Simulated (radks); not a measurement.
Values are calculated unless marked as measured or tabulated.
Question: Valence configurations of the iodine ion I+ (all share [Kr]). Level of theory: Dirac Kohn-Sham, LDA (Slater exchange, Perdew-Wang correlation), spin-unpolarised, spherical densities, finite nucleus; open shells fill j = l - 1/2 first; Fermi nuclear charge, rms radius 4.75 fm (a radial shooting solver on a logarithmic mesh with Libxc functionals). Order these by energy: 4d9.5 5s2 5p4.5; 4d9 5s1 5p6; 4d10 5s1 5p5; 4d10 5s2 5p4; 4d8 5s2 5p6; 4d9.5 5s1 5p5.5; 4d8.5 5s2 5p5.5; 4d9 5s2 5p5; 4d10 5s1.5 5p4.5; 4d10 5p6.

Answer: From the lowest, in eV above it: 4d10 5s2 5p4 0.000; 4d10 5s1.5 5p4.5 5.675; 4d10 5s1 5p5 11.399; 4d9.5 5s2 5p4.5 22.604; 4d10 5p6 22.995; 4d9.5 5s1 5p5.5 34.395; 4d9 5s2 5p5 46.561; 4d9 5s1 5p6 58.735; 4d8.5 5s2 5p5.5 71.876; 4d8 5s2 5p6 98.553. NIST lists [Kr] 4d10 5s2 5p4 as the ground configuration; this level of theory agrees among the configurations tried. The energies are those of spherical spin-averaged densities, not of single terms.
